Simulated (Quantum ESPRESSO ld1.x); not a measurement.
The numbers below are computed, except where a source is named.
Task: These are the eigenvalues of the occupied orbitals of an atom or ion with whole-number occupations (hartree). Code: ld1.x of Quantum ESPRESSO 7.5. Model: Dirac Kohn-Sham, exchange-only LDA, spin-unpolarised, spherical densities, point nucleus.

1s1/2: -1968.45
2s1/2: -328.014
2p1/2: -312.078
2p3/2: -282.705
3s1/2: -73.3301
3p1/2: -66.3672
3p3/2: -60.2703
3d3/2: -48.2656
3d5/2: -46.9331
4s1/2: -14.8432
4p1/2: -12.0986
4p3/2: -10.7298
4d3/2: -6.20443
4d5/2: -5.95675
5s1/2: -2.26351
5p1/2: -1.52305
5p3/2: -1.34838
4f5/2: -0.59298
4f7/2: -0.56073

Which element is it, and in what charge state? The configuration may be excited. Open shells, if any, fill j = l - 1/2 first.

Result: Z = 66, dysprosium, charge +2: Dy2+ in [Xe] 4f10. The list shows which subshells hold electrons but not how many an open one holds; the 1s level, -1968.5 hartree, gives Z - s = 62.7 by -(Z - s)^2/2, which with screening and relativity narrows Z to a few neighbours, and the depths of the outer levels then fix element, charge and occupations together.
